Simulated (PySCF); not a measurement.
[Cu(NH3)2]2+ holds Cu(II), d9, at total charge +2. The structure is a model geometry with rigid ligands and bond lengths from ionic radii, not a minimum; coordination linear, point group D3d, metal–donor distances 1.92 Å.

```
9

Cu    0.0000    0.0000    0.0000
N     0.0000    0.0000    1.9200
H     0.9424    0.0000    2.3103
H    -0.4712    0.8161    2.3103
H    -0.4712   -0.8161    2.3103
N     0.0000    0.0000   -1.9200
H    -0.9424    0.0000   -2.3103
H     0.4712    0.8161   -2.3103
H     0.4712   -0.8161   -2.3103
```

Method (PySCF 2.14, density fitting): CASSCF(9,5) with orbitals averaged over all microstates of the shell, strongly contracted NEVPT2 on the averaged canonical orbitals; basis x2c-TZVPall on the metal, x2c-SVPall elsewhere; spin-free X2C; gas phase; spin-orbit coupling by state interaction with the mean-field operator over all roots.

**Question.** What is the ground state?

**Answer.** 2A1g (S = 1/2, orbital degeneracy 1), orbital occupations from the lowest 2.0 2.0 2.0 2.0 1.0, by NEVPT2.

**Question.** Where do the spin-allowed transitions within the shell lie?

**Answer.** By NEVPT2: 2Eg at 6959 cm⁻¹ (1437 nm); 2Eg at 9270 cm⁻¹ (1079 nm). All are electric-dipole forbidden at this geometry.

**Question.** What ligand-field parameters describe the result?

**Answer.** At NEVPT2 level: orbital energies 0, 0, 2312, 2312, 9270 cm⁻¹; ζ = 802 cm⁻¹ (free ion 818).

**Question.** What are the magnetic parameters?

**Answer.** The ground doublet has g = 1.969, 2.549, 2.549. μeff is 2.13 μB at 300 K and 2.06 μB at 10 K; the spin-only value is 1.73 μB.

The geometry is a model, and the complex may not exist in this form. NEVPT2 lifts 2Eg from 4738 to 6959 cm⁻¹; on the d shell alone such lifts tend to overshoot.

The job took 2 s on one thread of Intel Xeon 6975P-C (shared host), with 106 basis functions, launched as `OMP_NUM_THREADS=1 python lf_run.py task.json out`.
